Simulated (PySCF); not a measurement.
Species: C5H12Si2.
Bonds: Si1–C2, C2–Si3, Si3–C4, C4–C5, C5–C6 (double), C6–C7, Si3–C7. Hydrogens: H8, H9, H10 on Si1; H11, H12 on C2; H13 on Si3; H14, H15 on C4; H16 on C5; H17 on C6; H18, H19 on C7.

The same species was optimised twice, with GFN2-xTB and with PBE0-D3(BJ)/def2-SVP (PySCF), and the same property calculations (PySCF, gas phase) were run on both structures.

```tsv
coordinate	GFN2-xTB	PBE0-D3(BJ)/def2-SVP	change
C5=C6 (Å)	1.321	1.341	+0.020
Si1–C2 (Å)	1.898	1.880	-0.018
C2–Si3 (Å)	1.900	1.882	-0.018
Si3–C4 (Å)	1.912	1.903	-0.009
C4–C5 (Å)	1.499	1.506	+0.007
C6–C7 (Å)	1.499	1.506	+0.007
Si3–C7 (Å)	1.908	1.903	-0.005
C4–Si3–C7 (°)	93.5	95.8	+2.3
Si3–C7–C6 (°)	104.2	102.6	-1.6
Si3–C4–C5 (°)	104.1	102.6	-1.5
C5–C6–C7 (°)	119.1	119.5	+0.4
C2–Si3–C7 (°)	113.5	113.1	-0.4
C4–C5–C6 (°)	119.2	119.5	+0.3
C2–Si3–C4 (°)	113.6	113.8	+0.2
Si1–C2–Si3 (°)	114.9	115.0	+0.1
Si1–C2–Si3–C4 (°)	170	174	+4
```

Rotational constants: A = 4040, B = 924.7, C = 823.6 MHz (GFN2-xTB) against A = 4058, B = 933.3, C = 827.5 MHz (PBE0-D3(BJ)/def2-SVP). Point groups within 0.08 Å: C1 and C1.

On the GFN2-xTB structure: isotropic polarisability (au) 109.5 [B3LYP/def2-SVPD]; HOMO (eV) -6.80 [B3LYP/def2-SVPD]; LUMO (eV) 0.20 [B3LYP/def2-SVPD]; dipole (D) 0.64 [B3LYP/def2-SVPD]; HOMO (eV) -7.01 [PBE0/pcSseg-1]; LUMO (eV) 0.76 [PBE0/pcSseg-1]; dipole (D) 0.62 [PBE0/pcSseg-1]; GIAO shielding of Si1 (ppm) 425.8 [PBE0/pcSseg-1]; GIAO shielding of C2 (ppm) 195.8 [PBE0/pcSseg-1]; GIAO shielding of Si3 (ppm) 354.1 [PBE0/pcSseg-1]; GIAO shielding of C4/C7 (mean) (ppm) 166.2 [PBE0/pcSseg-1]; GIAO shielding of C5/C6 (mean) (ppm) 48.6 [PBE0/pcSseg-1].

Q: What do these properties become on the PBE0-D3(BJ)/def2-SVP structure?

A: 
| property | level | on GFN2-xTB | on PBE0-D3(BJ)/def2-SVP | change |
| --- | --- | --- | --- | --- |
| isotropic polarisability (au) | B3LYP/def2-SVPD | 109.5 | 111.4 | +1.9 |
| HOMO (eV) | B3LYP/def2-SVPD | -6.80 | -6.84 | -0.04 |
| LUMO (eV) | B3LYP/def2-SVPD | 0.20 | 0.16 | -0.04 |
| dipole (D) | B3LYP/def2-SVPD | 0.64 | 0.88 | +0.24 |
| energy, GFN2-xTB geometry as zero (kcal/mol) | B3LYP/def2-SVPD | 0.0 | -2.0 | -2.0 |
| HOMO (eV) | PBE0/pcSseg-1 | -7.01 | -7.04 | -0.03 |
| LUMO (eV) | PBE0/pcSseg-1 | 0.76 | 0.53 | -0.23 |
| dipole (D) | PBE0/pcSseg-1 | 0.62 | 0.85 | +0.23 |
| energy, GFN2-xTB geometry as zero (kcal/mol) | PBE0/pcSseg-1 | 0.0 | -1.6 | -1.6 |
| GIAO shielding of Si1 (ppm) | PBE0/pcSseg-1 | 425.8 | 421.9 | -3.9 |
| GIAO shielding of C2 (ppm) | PBE0/pcSseg-1 | 195.8 | 193.9 | -1.9 |
| GIAO shielding of Si3 (ppm) | PBE0/pcSseg-1 | 354.1 | 351.3 | -2.8 |
| GIAO shielding of C4/C7 (mean) (ppm) | PBE0/pcSseg-1 | 166.2 | 165.8 | -0.4 |
| GIAO shielding of C5/C6 (mean) (ppm) | PBE0/pcSseg-1 | 48.6 | 43.8 | -4.8 |

The heavy atoms differ by 0.031 Å rms after alignment. Among bonds between heavy atoms C5=C6 changes most (+0.020 Å). Changes are differences of the printed values. Neither structure is proved a minimum here.
